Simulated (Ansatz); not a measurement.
Gas-phase reaction (SMILES): O[Si](Cl)(Cl)Cl + H+ -> [OH2+][Si](Cl)(Cl)Cl; protonation at O, whose ΔH is minus the proton affinity.

Each molecule is optimised on its own at B3LYP-D3(BJ)/def2-TZVP (Ansatz, a quantum-chemistry and plane-wave program), one conformer each, not searched for the lowest. Valence correlation only, unless marked. Spin-orbit coupling is left out. No relativistic terms. Basis-set limits of correlation are two-point, X^-3; Hartree-Fock from the larger set. [CCSD(T)-MP2]/basis is that difference in the basis named. Thermal terms are rigid-rotor harmonic-oscillator values from B3LYP-D3(BJ) frequencies (Ansatz) at 298.15 K and 1 atm. 1 Eh = 627.5095 kcal/mol. The proton has no electrons: its energy is zero and its thermal terms are those of translation.

```csv
species,"E, RI-MP2/CBS(cc-pV(T+d)Z,cc-pV(Q+d)Z)+[CCSD(T)-MP2]/cc-pV(T+d)Z (Ansatz) (Eh)","E, PBE-D3(BJ)/def2-TZVPD (Ansatz + dftd3) (Eh)",H - E (Eh),G - E (Eh)
O[Si](Cl)(Cl)Cl,-1744.38981,-1745.44051,0.02725,-0.01279
H+,0.00000,0.00000,0.00236,-0.01000
[OH2+][Si](Cl)(Cl)Cl,-1744.66695,-1745.71930,0.03942,-0.00270
```

### Question
Work out ΔE and ΔH, ΔG, ΔS and the equilibrium constant at 298.15 K at the first level, then ΔH at the second.

### Answer

1. ΔE = [(-1744.66695)] - [(-1744.38981) + (0.00000)] = -0.27714 Eh = -173.9 kcal/mol at RI-MP2/CBS(cc-pV(T+d)Z,cc-pV(Q+d)Z)+[CCSD(T)-MP2]/cc-pV(T+d)Z.
2. The terms H - E add up to 0.00981 Eh, so ΔH = (-0.27714 + (0.00981))×627.5095 = -167.8 kcal/mol.
3. The terms G - E add up to 0.02009 Eh, so ΔG = -161.3 kcal/mol, and ΔS = (0.00981 - (0.02009))×627509.5/298.15 = -21.6 cal/(mol K).
4. log10 K = -ΔG/(RT ln 10) = 118.2, with RT ln 10 = 1.3642 kcal/mol.
5. At PBE-D3(BJ)/def2-TZVPD the same steps give ΔE = -174.9 and ΔH = -168.8 kcal/mol, a shift of -1.0 from the first level.
6. These values are not checked against measurement here, since the tables used lack a sound gas-phase enthalpy of formation for at least one species, or one in the same ion convention.
